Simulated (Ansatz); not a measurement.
One change: `C[N](C)[Sn][OH]` becomes `C[N](C)[InH][Br]`.

Ansatz, PBE0-D4/def2-TZVP geometries, multiplicity 1. Each molecule was computed in one conformer, which needn't be the lowest.

Elements past krypton have def2 core potentials. Scalar relativity is left out up to krypton.

```tsv
property	`C[N](C)[Sn][OH]`
HOMO–LUMO gap (PBE0/def2-TZVPP) / eV	4.77
HOMO–LUMO gap (PBE/def2-TZVPP) / eV	2.96
LUMO energy (PBE0/def2-TZVPP) / eV	-1.56
LUMO energy (ωB97M-V/def2-TZVPP) / eV	0.08
HOMO energy (PBE0/def2-TZVPP) / eV	-6.34
size of the dipole moment (B3LYP/def2-TZVPP) / D	2.22
```

Q: What does the change do to each property? (Estimate.)

A: Ansatz gave: 
| property | `C[N](C)[InH][Br]` | shift |
| --- | --- | --- |
| HOMO–LUMO gap (PBE0/def2-TZVPP) / eV | 5.08 | 0.31 |
| HOMO–LUMO gap (PBE/def2-TZVPP) / eV | 3.24 | 0.28 |
| LUMO energy (PBE0/def2-TZVPP) / eV | -1.25 | 0.31 |
| LUMO energy (ωB97M-V/def2-TZVPP) / eV | 0.15 | 0.07 |
| HOMO energy (PBE0/def2-TZVPP) / eV | -6.33 | 0.01 |
| size of the dipole moment (B3LYP/def2-TZVPP) / D | 2.78 | 0.56 |

Dipoles are sizes alone; their direction can turn.

B3LYP here is the variant with VWN-RPA as its local correlation; programs differ in this.

Spin–orbit coupling is left out; it splits and shifts lone-pair levels of the heavy atoms by tenths of an eV.
